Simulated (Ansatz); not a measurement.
Wavefunction ladder for H₆N₂O₂Ti (`[NH2][Ti]([NH2])([OH])[OH]`)

```xyz
11

N    -0.844    1.100   -1.002
Ti   -0.109   -0.202    0.150
N     1.753   -0.231   -0.143
O    -0.904   -1.778   -0.244
O    -0.355    0.271    1.877
H    -1.781    1.046   -1.376
H    -0.320    1.827   -1.467
H     2.222   -0.779   -0.851
H     2.425    0.151    0.507
H    -1.287   -2.449    0.321
H    -0.800    1.043    2.228
```

Total charge 0; spin multiplicity 1. Correlated methods include outer-core shells of Ti, which these sets cover unevenly. Scalar relativity is left out up to krypton. The structure was optimised at the PBE0-D4/def2-TZVP level. It is one conformer, not always the lowest. Frozen core, restricted reference, Ansatz.

```tsv
basis	HF (Eh)	MP2 corr.
def2-SVP	-1110.34817	-1.04169
def2-TZVPP	-1110.80572	-1.36045
def2-QZVPP	-1110.83356	-1.46703
```

Task: Estimate the CCSD correlation energy and the (T) correction in each basis where they were run (hartree).

Result: 
| basis | CCSD corr. | (T) |
| --- | --- | --- |
| def2-SVP | -1.06212 | -0.04207 |
| def2-TZVPP | -1.36997 | -0.06733 |
